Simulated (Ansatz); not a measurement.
Total energies of `c1csc(-c2ccc(-c3ccc(-c4ccc(-c5ccc(-c6cccs6)s5)s4)s3)s2)c1` from Ansatz at PBE-D4/def2-TZVP, gas phase (1 Eh = 27.2114 eV = 2625.5 kJ/mol). The reference geometry is relaxed at PBE-D4/def2-SVP.

| state | geometry | energy (Eh) |
| --- | --- | --- |
| charge 0 singlet | reference | -3310.44467 |
| charge 1 doublet | reference | -3310.22999 |
| charge -1 doublet | reference | -3310.50535 |
| free C atom (triplet) | – | -37.79597 |
| free S atom (triplet) | – | -397.93833 |
| free H atom (doublet) | – | -0.49962 |

Single mean-field runs in def2-TZVP are fitted with def2-universal-jkfit.

(1) Work out the vertical ionisation energy to the doublet.

(2) Work out the vertical electron affinity, to the doublet.

(3) Give the fundamental gap IE − EA, the Mulliken electronegativity (IE + EA)/2 and the hardness (IE − EA)/2.

(4) What is the binding energy per atom against free atoms?

(1) E(charge 1 doublet) − E(charge 0 singlet) = -3310.22999 − (-3310.44467) = 0.21468 Eh = 5.84 eV. For comparison, −ε of the highest occupied level is 4.43 eV at this level, 1.41 eV less.

(2) E(charge 0 singlet) − E(charge -1 doublet) = -3310.44467 − (-3310.50535) = 0.06068 Eh = 1.65 eV. The basis lacks diffuse functions, which makes affinities too small.

(3) From the values in Eh: IE − EA = 0.21468 − 0.06068 = 0.15400 Eh = 4.19 eV; (IE + EA)/2 = 3.75 eV; (IE − EA)/2 = 2.10 eV. The HOMO–LUMO gap of the same run is 1.49 eV, 2.70 eV smaller than the fundamental gap.

(4) Atoms: 24 × (-37.79597) + 6 × (-397.93833) + 14 × (-0.49962) = -3301.72794 Eh. Binding: -3301.72794 − (-3310.44467) = 8.71673 Eh = 237.19 eV, or 5.39 eV for each of 44 atoms (no zero-point energy, no counterpoise term).
